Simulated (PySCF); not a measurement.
Polarisability and C₆ of C (carbon, neutral)

[He] 2s1 2p3, high-spin 5S determinant (an excited configuration). Calculation: PySCF 2.14, in aug-cc-pCVQZ-DK; the spin-free X2C one-electron Hamiltonian (Gaussian nucleus). Coupled (time-dependent) response in atomic units; α is the mean over directions.

```csv
method,mean α (bohr³),C₆ (like pair),S(−4)
UHF,8.725,31.16,37.56
PBE,11.38,43.03,80.34
PBE0,10.39,38.54,61.99
```

S(−4) is the Cauchy moment in α(ω) = α(0) + S(−4) ω² + …

α(iu) at PBE0:

```
u (hartree)  α(iu) (bohr³)
          0          10.39
     0.0500          10.24
      0.100          9.818
      0.200          8.522
      0.300          7.119
      0.500          4.896
      0.750          3.211
       1.00          2.235
       1.50          1.243
       2.00         0.7849
       3.00         0.3934
       5.00         0.1580
```

A single London oscillator, α(iu) = α/(1 + u²/ω²), gives C₆ = (3/4) ω α². Matching the computed C₆ needs ω = 4 × 38.54 / (3 × 10.39²) = 0.476 hartree.
